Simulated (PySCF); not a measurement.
Parent: `[F:1][B:2]([F:3])[SiH3:4]`, BF2H3Si.

The calculation used PySCF 2.14.0, PBE0-D3(BJ)/def2-SVP geometry optimisation, gas phase. One conformer each, not checked by frequencies here.

| coordinate of the parent | value |
| --- | --- |
| F1–B2 | 1.320 Å |
| B2–F3 | 1.319 Å |
| B2–Si4 | 2.035 Å |
| F1–B2–F3 | 116.3° |
| F1–B2–Si4 | 120.4° |
| F3–B2–Si4 | 123.3° |

Question: How does the shared frame change in `[F:1][B:2]([F:3])[SiH2:4][c:5]1[cH:6][cH:7][cH:8][s:9]1` with F1–B2–Si4–C5 15°, B2–Si4–C5–C6 -12°, C4H5BF2SSi? Atoms pair as F1 = F3, B2 = B2, F3 = F1, Si4 = Si4 (parent first).

Answer: 
| parent | relative | value in the relative | change |
| --- | --- | --- | --- |
| F1–B2 | F3–B2 | 1.318 Å | -0.002 |
| B2–F3 | B2–F1 | 1.322 Å | +0.003 |
| B2–Si4 | B2–Si4 | 2.034 Å | -0.001 |
| F1–B2–F3 | F3–B2–F1 | 116.0° | -0.3 |
| F1–B2–Si4 | F3–B2–Si4 | 120.5° | +0.1 |
| F3–B2–Si4 | F1–B2–Si4 | 123.6° | +0.3 |

No shared bond changes by more than 0.004 Å. Bonds of the relative outside the shared frame: Si4–C5 1.865, C5–C6 1.382, C6–C7 1.421, C7–C8 1.371, C8–S9 1.713, C5–S9 1.728 Å.
